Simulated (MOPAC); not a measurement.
Job for MOPAC: AM1 on BH3O2 (SMILES OBO), a point of a torsion scan.

```
AM1 1SCF PRECISE CHARGE=0 THREADS=1
BH3O2

O     -1.25167759 1    -0.30456589 1    -0.34351779 1
B     -0.16862939 1     0.49115275 1    -0.47176281 1
O     -0.12621102 1     1.67240467 1     0.18282112 1
H     -1.50311494 1    -0.61176626 1     0.52291151 1
H      0.60254478 1     0.23449678 1    -1.33244221 1
H      0.60853593 1     2.25103630 1    -0.00975339 1
```

It printed:

```
*******************************************************************************
 **                                                                           **
 **                              MOPAC v23.2.5                                **
 **                                                                           **
 *******************************************************************************
 ** MOPAC's Digital Object Identifier: https://doi.org/10.5281/zenodo.6511958 **
 **                                                                           **
 ** Please cite the open-source release paper for use of this MOPAC version:  **
 ** J. E. Moussa and J. J. P. Stewart (2026)                                  **
 ** MOPAC: An open-source semiempirical molecular orbital program             **
 ** J. Open Source Softw., 11(119), 8025, https://doi.org/10.21105/joss.08025 **
 *******************************************************************************

                              AM1 CALCULATION RESULTS

 *******************************************************************************
 *  AM1        - The AM1 Hamiltonian to be used
 *
 *
 *
 *                 CHARGE ON SYSTEM = 0
 *
 *
 *
 *  PRECISE    - TIGHTER CRITERIA TO BE USED
 *  1SCF       - DO 1 SCF AND THEN STOP
 *  THREADS=1  - MULTI-THREADING NOT USED
 *  T=         - A TIME OF 172800.0 SECONDS REQUESTED
 *  DUMP=N     - RESTART FILE WRITTEN EVERY 7200.0 SECONDS REQUESTED
 *******************************************************************************
AM1 1SCF PRECISE CHARGE=0 THREADS=1
 BH3O2

   ATOM   CHEMICAL          X               Y               Z
  NUMBER   SYMBOL      (ANGSTROMS)     (ANGSTROMS)     (ANGSTROMS)

     1       O         -1.25167759  *  -0.30456589  *  -0.34351779  *
     2       B         -0.16862939  *   0.49115275  *  -0.47176281  *
     3       O         -0.12621102  *   1.67240467  *   0.18282112  *
     4       H         -1.50311494  *  -0.61176626  *   0.52291151  *
     5       H          0.60254478  *   0.23449678  *  -1.33244221  *
     6       H          0.60853593  *   2.25103630  *  -0.00975339  *



          CARTESIAN COORDINATES

    NO.       ATOM           X           Y           Z

     1         O         -1.2517     -0.3046     -0.3435
     2         B         -0.1686      0.4912     -0.4718
     3         O         -0.1262      1.6724      0.1828
     4         H         -1.5031     -0.6118      0.5229
     5         H          0.6025      0.2345     -1.3324
     6         H          0.6085      2.2510     -0.0098

  H: (AM1): M.J.S. DEWAR ET AL, J. AM. CHEM. SOC. 107 3902-3909 (1985)
  B: (AM1): M.J.S. DEWAR ET AL, ORGANOMETALLICS, 7, 513-521 (1988)
  O: (AM1): M.J.S. DEWAR ET AL, J. AM. CHEM. SOC. 107 3902-3909 (1985)

           Empirical Formula: H3 O2 B  =     6 atoms



      MOLECULAR POINT GROUP   :   C1


      RHF CALCULATION, NO. OF DOUBLY OCCUPIED LEVELS = 9


 -------------------------------------------------------------------------------
 AM1 1SCF PRECISE CHARGE=0 THREADS=1
 BH3O2



     1SCF WAS SPECIFIED, SO BFGS WAS NOT USED
     SCF FIELD WAS ACHIEVED


                              AM1 CALCULATION
                                                       MOPAC v23.2.5 Linux




          FINAL HEAT OF FORMATION =       -152.85709 KCAL/MOL =    -639.55408 KJ/MOL


          COSMO AREA              =         76.30 SQUARE ANGSTROMS
          COSMO VOLUME            =         57.28 CUBIC ANGSTROMS

          IONIZATION POTENTIAL    =         11.321995 EV
          HOMO LUMO ENERGIES (EV) =        -11.322  2.247
          NO. OF FILLED LEVELS    =          9
          MOLECULAR WEIGHT        =         45.8325         POINT GROUP:  C1

          MOLECULAR DIMENSIONS (Angstroms)

            Atom       Atom       Distance
            H     6    H     4     3.59700
            H     5    O     3     2.15695
            H     6    O     1     0.51799


          SCF CALCULATIONS        =          1





   ATOM   CHEMICAL          X               Y               Z
  NUMBER   SYMBOL      (ANGSTROMS)     (ANGSTROMS)     (ANGSTROMS)

     1       O         -1.25167759  *  -0.30456589  *  -0.34351779  *
     2       B         -0.16862939  *   0.49115275  *  -0.47176281  *
     3       O         -0.12621102  *   1.67240467  *   0.18282112  *
     4       H         -1.50311494  *  -0.61176626  *   0.52291151  *
     5       H          0.60254478  *   0.23449678  *  -1.33244221  *
     6       H          0.60853593  *   2.25103630  *  -0.00975339  *

                             CARTESIAN COORDINATES

   1    O       -1.251677590    -0.304565890    -0.343517790
   2    B       -0.168629390     0.491152750    -0.471762810
   3    O       -0.126211020     1.672404670     0.182821120
   4    H       -1.503114940    -0.611766260     0.522911510
   5    H        0.602544780     0.234496780    -1.332442210
   6    H        0.608535930     2.251036300    -0.009753390


           Empirical Formula: H3 O2 B  =     6 atoms



      MOLECULAR POINT GROUP   :   C1


                  EIGENVALUES
 -38.08864 -36.69327 -22.26859 -19.08691 -16.97975 -14.94711 -13.64225 -13.07792
 -11.32199   2.24661   2.57231   4.29990   5.16293   7.53099   7.93831


              NET ATOMIC CHARGES AND DIPOLE CONTRIBUTIONS

  ATOM NO.   TYPE          CHARGE      No. of ELECS.   s-Pop       p-Pop
    1          O          -0.355501        6.3555     1.82369     4.53181
    2          B           0.220615        2.7794     1.15903     1.62036
    3          O          -0.363956        6.3640     1.82524     4.53872
    4          H           0.245728        0.7543     0.75427
    5          H           0.008476        0.9915     0.99152
    6          H           0.244637        0.7554     0.75536
 DIPOLE           X         Y         Z       TOTAL
 POINT-CHG.     1.145     0.049     0.319     1.189
 HYBRID         0.443     0.196     0.470     0.675
 SUM            1.588     0.245     0.789     1.790


          ATOMIC ORBITAL ELECTRON POPULATIONS

     Atom    s        px        py        pz
    1  O   1.82369   1.51308   1.67280   1.34593
    2  B   1.15903   0.55624   0.56152   0.50260
    3  O   1.82524   1.48907   1.35136   1.69829
    4  H   0.75427
    5  H   0.99152
    6  H   0.75536

 **********************
 *                    *
 * JOB ENDED NORMALLY *
 *                    *
 **********************




 == MOPAC DONE ==
```

The run finished.

Cost: roughly 0.03 core-seconds.
